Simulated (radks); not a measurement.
Values are calculated unless marked as measured or tabulated.
Bi IV, 80 electrons, occupied as [Xe] 4f14 5d8 6s2 6p2 (not the ground configuration). Level of theory: scalar-relativistic Kohn-Sham, PBE, spin-polarised, spherical densities, point nucleus; open shells are filled with parallel spins first (spin-orbit coupling, left out, can overturn this in heavy ions) (a radial shooting solver on a logarithmic mesh with Libxc functionals).

Local quantities along the radius. ELF = 1/(1 + alpha^2) is the electron localisation function; alpha = (tau - tau_W)/tau_unif compares the Pauli kinetic energy density with that of the uniform gas (summed over spins); r v_xc is r times the local exchange-correlation potential of spin up (hartree bohr); -r V(r) is the screened charge that the Kohn-Sham potential of spin up presents (atomic units). tau is taken from the large components.

r (bohr)	ELF	alpha	r v_xc	-r V(r)
0.000969	1.000	0.02192	-0.1482	82.52
0.001137	0.999	0.02305	-0.1585	82.43
0.001324	0.999	0.02440	-0.1701	82.32
0.001554	0.999	0.02618	-0.1845	82.19
0.001823	0.999	0.02845	-0.2012	82.04
0.002139	0.999	0.03135	-0.2202	81.86
0.002491	0.999	0.03490	-0.2403	81.66
0.002923	0.998	0.03977	-0.2637	81.42
0.00343	0.998	0.04629	-0.2892	81.14
0.003993	0.997	0.05467	-0.3150	80.83
0.004686	0.996	0.06686	-0.3437	80.46
0.005499	0.993	0.08429	-0.3731	80.03
0.006402	0.988	0.1084	-0.4011	79.56
0.007512	0.979	0.1464	-0.4295	78.99
0.008816	0.959	0.2056	-0.4559	78.34
0.01035	0.918	0.2997	-0.4790	77.59
0.01204	0.838	0.4402	-0.4973	76.79
0.01413	0.694	0.6648	-0.5124	75.83
0.01659	0.515	0.9700	-0.5244	74.75
0.01931	0.384	1.266	-0.5349	73.58
0.02266	0.333	1.415	-0.5544	72.21
0.02659	0.377	1.286	-0.6003	70.69
0.03096	0.492	1.015	-0.6712	69.10
0.03633	0.634	0.7596	-0.7553	67.25
0.04263	0.725	0.6161	-0.8287	65.19
0.05003	0.738	0.5957	-0.8793	62.92
0.05824	0.668	0.7051	-0.9014	60.56
0.06834	0.509	0.9828	-0.9009	57.88
0.0802	0.368	1.310	-0.8975	54.98
0.09337	0.365	1.318	-0.9411	52.07
0.1096	0.505	0.9897	-1.061	48.87
0.1286	0.664	0.7120	-1.180	45.51
0.1497	0.713	0.6346	-1.236	42.19
0.1757	0.616	0.7903	-1.216	38.59
0.2061	0.384	1.268	-1.141	34.91
0.2419	0.291	1.562	-1.117	31.23
0.2816	0.442	1.124	-1.272	27.84
0.3305	0.654	0.7270	-1.431	24.34
0.3878	0.717	0.6285	-1.496	21.01
0.4515	0.647	0.7384	-1.443	18.12
0.5298	0.461	1.082	-1.312	15.42
0.6218	0.326	1.439	-1.200	13.08
0.7238	0.393	1.244	-1.221	11.20
0.8494	0.576	0.8573	-1.294	9.518
0.9968	0.641	0.7483	-1.298	8.054
1.17	0.560	0.8859	-1.229	6.829
1.362	0.433	1.145	-1.136	5.902
1.598	0.370	1.306	-1.062	5.177
1.875	0.433	1.143	-1.034	4.683
2.183	0.559	0.8886	-1.004	4.352
2.562	0.635	0.7583	-0.8979	4.054
3.007	0.583	0.8452	-0.7121	3.770
3.5	0.401	1.223	-0.5812	3.600
4.107	0.157	2.314	-0.5205	3.525
4.82	0.031	5.635	-0.4059	3.407
5.656	0.003	18.09	-0.2445	3.245
6.585	0.000	73.02	-0.1236	3.124

On this mesh the ELF has minima near r = 0.023, 0.093, 0.24, 0.62, 1.6 bohr, which separate the shells, and maxima near 0.050 (0.74), 0.15 (0.71), 0.39 (0.72), 1.00 (0.64), 2.6 (0.63).
